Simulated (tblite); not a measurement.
A geometry optimisation, step by step.

Compound: C₃H₅BrO₃Si.
Numbering: `[O:1]=[C:2]1[O:3][CH2:4][SiH:5]([Br:6])[CH2:7][O:8]1` (hydrogens: H9, H10 on C4; H11 on Si5; H12, H13 on C7)

Computed with GFN2-xTB (tblite), gas phase: L-BFGS steps from a force-field or distance-geometry start until the largest atomic force falls under 0.01 eV/Å. 12 of its 121 geometries are shown.

Step 0: E = -734.6382 eV, largest atomic force 6.460 eV/Å
```
atom  x, y, z in Å  |  force x, y, z in eV/Å
O1      2.660   -0.250    1.252   -4.520   0.885  -4.529
C2      1.703   -0.120    0.402    2.631  -0.602   3.110
O3      1.102   -1.251   -0.067    1.592   0.295   0.869
C4     -0.176   -1.369   -0.611   -1.431   0.416  -0.067
Si5    -1.217    0.018    0.141   -0.883  -0.255   0.758
Br6    -1.337   -0.282    2.359   -0.122   0.046  -0.501
C7     -0.065    1.462   -0.192   -1.326   0.485  -0.118
O8      1.272    1.109   -0.043    1.823  -1.167   0.625
H9     -0.195   -1.185   -1.698    0.272  -0.599   0.128
H10    -0.651   -2.347   -0.334    0.974   0.449  -0.489
H11    -2.511    0.152   -0.518    0.071   0.010   0.181
H12    -0.292    1.784   -1.244    0.561   0.191   0.760
H13    -0.298    2.279    0.536    0.358  -0.154  -0.727
```

Step 11: E = -735.3594 eV, largest atomic force 0.277 eV/Å
```
atom  x, y, z in Å  |  force x, y, z in eV/Å
O1      2.684   -0.222    1.062    0.167   0.013  -0.054
C2      1.690   -0.141    0.413   -0.102  -0.016  -0.172
O3      1.076   -1.270    0.030   -0.068   0.052   0.073
C4     -0.207   -1.352   -0.599   -0.020   0.083   0.061
Si5    -1.302    0.015    0.172    0.151   0.104  -0.207
Br6    -1.439   -0.293    2.351   -0.099  -0.005  -0.056
C7     -0.108    1.475   -0.178    0.055  -0.156   0.036
O8      1.258    1.063    0.008   -0.059   0.017   0.064
H9     -0.108   -1.235   -1.689    0.051   0.003   0.213
H10    -0.523   -2.382   -0.398   -0.042   0.172  -0.074
H11    -2.604    0.163   -0.457    0.076  -0.011   0.088
H12    -0.187    1.832   -1.216   -0.042  -0.063   0.165
H13    -0.233    2.348    0.482   -0.068  -0.193  -0.134
```

Step 22: E = -735.4232 eV, largest atomic force 0.126 eV/Å
```
atom  x, y, z in Å  |  force x, y, z in eV/Å
O1      2.829   -0.231    0.841   -0.029  -0.009  -0.012
C2      1.732   -0.145    0.381    0.092  -0.004  -0.086
O3      1.026   -1.265    0.175   -0.006   0.060   0.027
C4     -0.197   -1.326   -0.565   -0.029  -0.016   0.033
Si5    -1.330    0.018    0.158    0.015   0.053  -0.032
Br6    -1.603   -0.307    2.321   -0.013  -0.002  -0.003
C7     -0.101    1.440   -0.168   -0.065   0.005   0.025
O8      1.263    1.065    0.057   -0.064  -0.054   0.025
H9      0.012   -1.190   -1.632   -0.035   0.022   0.050
H10    -0.552   -2.346   -0.421    0.029  -0.063  -0.010
H11    -2.644    0.186   -0.432    0.100   0.007  -0.066
H12    -0.161    1.788   -1.207   -0.047  -0.021   0.055
H13    -0.279    2.310    0.473    0.052   0.024  -0.007
```

Step 33: E = -735.4367 eV, largest atomic force 0.073 eV/Å
```
atom  x, y, z in Å  |  force x, y, z in eV/Å
O1      2.874   -0.234    0.743   -0.013   0.008   0.008
C2      1.750   -0.148    0.354   -0.009   0.016  -0.056
O3      1.019   -1.262    0.216    0.013   0.017  -0.036
C4     -0.199   -1.329   -0.531   -0.002  -0.017   0.006
Si5    -1.336    0.019    0.173   -0.020  -0.045   0.041
Br6    -1.678   -0.311    2.326   -0.030   0.016  -0.065
C7     -0.107    1.437   -0.139   -0.006  -0.009   0.004
O8      1.260    1.060    0.056    0.004   0.024  -0.008
H9      0.005   -1.170   -1.595    0.034  -0.004   0.015
H10    -0.534   -2.359   -0.411   -0.025  -0.014   0.043
H11    -2.594    0.204   -0.522   -0.012  -0.003   0.011
H12    -0.198    1.774   -1.178    0.025   0.023  -0.008
H13    -0.267    2.317    0.491    0.039  -0.011   0.045
```

Step 44: E = -735.4515 eV, largest atomic force 0.130 eV/Å
```
atom  x, y, z in Å  |  force x, y, z in eV/Å
O1      2.936   -0.198    0.609   -0.020  -0.046  -0.013
C2      1.794   -0.135    0.272    0.013   0.021   0.002
O3      1.067   -1.255    0.197   -0.014   0.015   0.049
C4     -0.189   -1.355   -0.479    0.009  -0.013   0.012
Si5    -1.333    0.025    0.155   -0.024  -0.128   0.006
Br6    -1.925   -0.282    2.256    0.061   0.017  -0.040
C7     -0.095    1.448   -0.087   -0.015  -0.018   0.004
O8      1.280    1.059   -0.039    0.016   0.043  -0.030
H9     -0.031   -1.268   -1.560    0.013  -0.022   0.025
H10    -0.518   -2.374   -0.272   -0.035   0.026  -0.013
H11    -2.541    0.199   -0.629   -0.010   0.006  -0.026
H12    -0.245    1.880   -1.084    0.005   0.089   0.049
H13    -0.205    2.256    0.643    0.003   0.012  -0.025
```

Step 55: E = -735.4957 eV, largest atomic force 0.387 eV/Å
```
atom  x, y, z in Å  |  force x, y, z in eV/Å
O1      3.001   -0.133    0.331   -0.356   0.101  -0.114
C2      1.826   -0.096    0.113    0.155  -0.072   0.119
O3      1.099   -1.215    0.248    0.035   0.133   0.084
C4     -0.167   -1.408   -0.380   -0.111   0.021   0.035
Si5    -1.345    0.032    0.027    0.015  -0.036   0.097
Br6    -2.189   -0.188    2.061    0.018  -0.006  -0.082
C7     -0.090    1.463    0.024    0.037   0.062  -0.110
O8      1.246    1.044   -0.292    0.043   0.008  -0.049
H9     -0.020   -1.534   -1.457   -0.005   0.032  -0.022
H10    -0.517   -2.359    0.021   -0.004  -0.087  -0.034
H11    -2.450    0.179   -0.908    0.070  -0.021   0.022
H12    -0.338    2.181   -0.765    0.062  -0.009   0.023
H13    -0.059    2.036    0.959    0.040  -0.127   0.032
```

Step 65: E = -735.5427 eV, largest atomic force 0.211 eV/Å
```
atom  x, y, z in Å  |  force x, y, z in eV/Å
O1      3.002   -0.092    0.005   -0.006  -0.012   0.038
C2      1.813   -0.056   -0.015   -0.007  -0.059  -0.044
O3      1.083   -1.109    0.394   -0.040  -0.003  -0.086
C4     -0.154   -1.413   -0.265   -0.037  -0.022  -0.009
Si5    -1.362    0.040   -0.035    0.000  -0.015   0.070
Br6    -2.433   -0.139    1.893    0.014   0.017  -0.092
C7     -0.081    1.445    0.095    0.025   0.054  -0.059
O8      1.172    1.034   -0.467   -0.017   0.043  -0.007
H9      0.034   -1.627   -1.322    0.059   0.069   0.009
H10    -0.490   -2.346    0.187    0.024  -0.018   0.098
H11    -2.325    0.173   -1.115    0.002  -0.010   0.020
H12    -0.353    2.321   -0.505    0.025  -0.072   0.197
H13     0.090    1.769    1.132   -0.043   0.028  -0.135
```

Step 76: E = -735.5564 eV, largest atomic force 0.080 eV/Å
```
atom  x, y, z in Å  |  force x, y, z in eV/Å
O1      3.000   -0.038   -0.149    0.026  -0.017  -0.022
C2      1.811   -0.026   -0.115   -0.032   0.039  -0.012
O3      1.124   -1.074    0.362   -0.007  -0.006   0.029
C4     -0.149   -1.420   -0.198    0.037  -0.010  -0.006
Si5    -1.362    0.045   -0.073   -0.029   0.024   0.044
Br6    -2.615   -0.075    1.747    0.031  -0.006  -0.074
C7     -0.073    1.425    0.151   -0.006  -0.012  -0.004
O8      1.119    1.045   -0.550    0.008   0.040   0.037
H9      0.010   -1.726   -1.236   -0.061  -0.021  -0.031
H10    -0.462   -2.303    0.361    0.017  -0.021   0.026
H11    -2.223    0.161   -1.240    0.016   0.009   0.023
H12    -0.361    2.384   -0.281    0.024  -0.022  -0.027
H13     0.176    1.602    1.204   -0.023   0.003   0.017
```

Step 87: E = -735.5654 eV, largest atomic force 0.281 eV/Å
```
atom  x, y, z in Å  |  force x, y, z in eV/Å
O1      3.002   -0.014   -0.357   -0.281   0.003   0.007
C2      1.818    0.009   -0.208    0.104  -0.037  -0.052
O3      1.169   -1.052    0.297    0.104  -0.059   0.021
C4     -0.142   -1.436   -0.134   -0.007  -0.009   0.014
Si5    -1.344    0.043   -0.125   -0.113   0.079   0.059
Br6    -2.773   -0.032    1.562    0.016  -0.037  -0.048
C7     -0.078    1.411    0.227    0.064   0.024   0.049
O8      1.104    1.102   -0.524    0.064   0.075   0.058
H9     -0.072   -1.875   -1.135    0.064  -0.020   0.030
H10    -0.416   -2.237    0.557   -0.022   0.024  -0.032
H11    -2.080    0.190   -1.370    0.011  -0.007   0.005
H12    -0.361    2.409   -0.103   -0.033  -0.009  -0.047
H13     0.169    1.481    1.295    0.029  -0.026  -0.064
```

Step 98: E = -735.5789 eV, largest atomic force 0.098 eV/Å
```
atom  x, y, z in Å  |  force x, y, z in eV/Å
O1      2.922   -0.054   -0.671    0.089  -0.017  -0.015
C2      1.796    0.029   -0.298   -0.093  -0.030   0.009
O3      1.187   -1.000    0.327    0.040  -0.004  -0.016
C4     -0.128   -1.430   -0.055    0.012   0.001  -0.016
Si5    -1.319    0.054   -0.184   -0.019   0.009   0.006
Br6    -2.916   -0.059    1.337   -0.016  -0.009   0.002
C7     -0.076    1.401    0.307    0.006   0.033   0.026
O8      1.115    1.170   -0.450   -0.050   0.014  -0.024
H9     -0.048   -1.985   -0.997    0.007  -0.001   0.022
H10    -0.405   -2.145    0.723   -0.016   0.008  -0.020
H11    -1.922    0.234   -1.496    0.037  -0.010   0.019
H12    -0.374    2.421    0.062    0.027  -0.024   0.011
H13     0.164    1.364    1.377   -0.023   0.032  -0.003
```

Step 109: E = -735.5810 eV, largest atomic force 0.014 eV/Å
```
atom  x, y, z in Å  |  force x, y, z in eV/Å
O1      2.911   -0.039   -0.715    0.005   0.000   0.009
C2      1.790    0.030   -0.322   -0.008   0.000  -0.011
O3      1.202   -1.011    0.297   -0.004   0.006  -0.001
C4     -0.127   -1.431   -0.040    0.000   0.001   0.006
Si5    -1.313    0.057   -0.180    0.006   0.001   0.000
Br6    -2.960   -0.065    1.287    0.001  -0.010  -0.003
C7     -0.076    1.402    0.331    0.004   0.003   0.009
O8      1.101    1.172   -0.449   -0.002   0.001  -0.001
H9     -0.075   -2.011   -0.968   -0.002  -0.004   0.006
H10    -0.398   -2.124    0.761   -0.001   0.000  -0.002
H11    -1.859    0.237   -1.515   -0.005   0.010  -0.001
H12    -0.373    2.424    0.096    0.003  -0.004  -0.003
H13     0.173    1.361    1.398    0.002  -0.004  -0.010
```

Step 120: E = -735.5813 eV, largest atomic force 0.008 eV/Å
```
atom  x, y, z in Å  |  force x, y, z in eV/Å
O1      2.911   -0.030   -0.723    0.004  -0.002   0.002
C2      1.788    0.034   -0.331   -0.003  -0.002  -0.004
O3      1.206   -1.012    0.283    0.004   0.004   0.000
C4     -0.129   -1.430   -0.033   -0.002  -0.001   0.001
Si5    -1.312    0.059   -0.184    0.000   0.000   0.002
Br6    -2.971   -0.081    1.267    0.003  -0.003  -0.003
C7     -0.075    1.399    0.336    0.000  -0.002   0.004
O8      1.095    1.173   -0.456    0.000  -0.001   0.004
H9     -0.087   -2.029   -0.950   -0.003   0.005  -0.005
H10    -0.396   -2.108    0.782   -0.002   0.005   0.004
H11    -1.846    0.254   -1.522    0.000  -0.003   0.001
H12    -0.371    2.424    0.112   -0.003   0.006  -0.005
H13     0.183    1.348    1.400    0.002  -0.004   0.000
```

Q: Summarise the path.

A: The energy falls by 21.75 kcal/mol from step 0 to step 120; nine tenths of that is first reached at step 54. It rises by more than 0.2 meV at steps 50, 53 and 97. The largest force goes from 6.460 to 0.008 eV/Å. Among the bonds O1=C2 changes most, from 1.287 to 1.191 Å; the atoms move by 1.171 Å rms after alignment.

Q: Follow the three bonds and two angles with the largest change from start to end.

A: 
```
step  E above end (kcal/mol)  largest force (eV/Å)  O1=C2 (Å)  C7–O8 (Å)  O3–C4 (Å)  Si5–C7–H12 (°)  Si5–C4–H9 (°)
   0                   21.75                 6.460      1.287      1.390      1.394           105.2          105.0
   5                    6.76                 0.486      1.187      1.426      1.424           110.2          111.6
  10                    5.32                 0.214      1.191      1.437      1.432           112.2          112.3
  16                    4.17                 0.299      1.192      1.431      1.430           111.3          111.7
  21                    3.69                 0.109      1.192      1.434      1.431           111.5          113.5
  26                    3.44                 0.123      1.191      1.430      1.431           110.0          112.2
  31                    3.36                 0.075      1.193      1.432      1.430           109.4          111.7
  37                    3.20                 0.181      1.190      1.433      1.433           109.9          111.4
  42                    3.06                 0.131      1.193      1.431      1.428           109.3          111.0
  47                    2.89                 0.217      1.190      1.433      1.432           108.5          110.9
  52                    2.39                 0.290      1.195      1.435      1.425           109.5          111.4
  57                    1.61                 0.286      1.194      1.433      1.431           111.3          113.3
  63                    1.05                 0.170      1.191      1.433      1.434           113.2          112.3
  68                    0.73                 0.084      1.190      1.434      1.432           112.9          111.7
  73                    0.65                 0.074      1.190      1.433      1.435           113.2          111.2
  78                    0.54                 0.096      1.191      1.435      1.432           114.6          111.4
  83                    0.48                 0.091      1.191      1.432      1.434           114.1          110.8
  89                    0.26                 0.341      1.194      1.432      1.434           116.1          111.3
  94                    0.13                 0.064      1.191      1.431      1.434           115.3          111.7
  99                    0.05                 0.096      1.189      1.430      1.436           115.2          112.3
 104                    0.02                 0.032      1.191      1.430      1.434           115.2          112.6
 110                    0.01                 0.011      1.191      1.430      1.434           115.5          112.4
 115                    0.00                 0.022      1.190      1.431      1.435           115.5          112.4
 120                    0.00                 0.008      1.191      1.431      1.434           115.5          112.6
```

What follows is the cost of the whole relaxation. The run took 1.6 s wall on one thread, Arm Neoverse N1 (aarch64), no GPU (shared host).
